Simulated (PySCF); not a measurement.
CHO2, SMILES O=C=[OH+], charge +1.

Geometry: B3LYP-D3(BJ)/def2-TZVP. The isomer is the one that the SMILES or the coordinates give; other isomers of the formula were not compared.

Level of theory: B3LYP/def2-TZVPD in PySCF.

Gas-phase values at a fixed geometry.

Problem. Estimate the frontier levels, gap, dipole moment and polarisability. (The exact figures need the calculation; the answer reports its results.)

Solution. 
highest occupied level: -19.30 eV
lowest empty level: -8.87 eV
orbital gap: 10.43 eV
dipole moment about the centre of nuclear charge: 3.31 D
mean static polarisability: 15.1 bohr³ (2.23 Å³)
polarisability, principal values: 10.4, 11.2, 23.6 bohr³
